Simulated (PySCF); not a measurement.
**Electron correlation in Lu(53+) (lutetium, charge +53)**

[Ar], closed-shell 1S. Computed with PySCF 2.14 in an even-tempered Gaussian basis (17 s from 13 bohr⁻², ratio 2.5; 12 p from 17 bohr⁻², ratio 2.5; 4 d from 71 bohr⁻², ratio 2.7; 4 f from 110 bohr⁻², ratio 2.7), with scalar relativity by spin-free X2C-1e. Frozen: 1s2; 16 electrons correlated; the 20 highest virtual orbitals of each spin left out.

```json
{"level": "CCSD", "correlation energy (mhartree)": "-694.29"}
{"level": "(T)", "correlation energy (mhartree)": "-0.77"}
{"level": "CCSD(T)", "correlation energy (mhartree)": "-695.06"}
```

Diagnostics: T1 = 0.00018, D1 = 0.0004, largest double amplitude 0.012.

Task: Is a single reference adequate?

Result: Yes, within this model without spin-orbit coupling: T1 lies below 0.03 and no double amplitude reaches 0.07.

At this charge the one-electron X2C treatment keeps the bare 1/r₁₂, with no two-electron picture change or Breit term. The effect here is smaller than on the frozen 1s shell; and a scalar Hamiltonian misses the large spin-orbit splitting of the p shells, which matters for ns² → np² pairs.
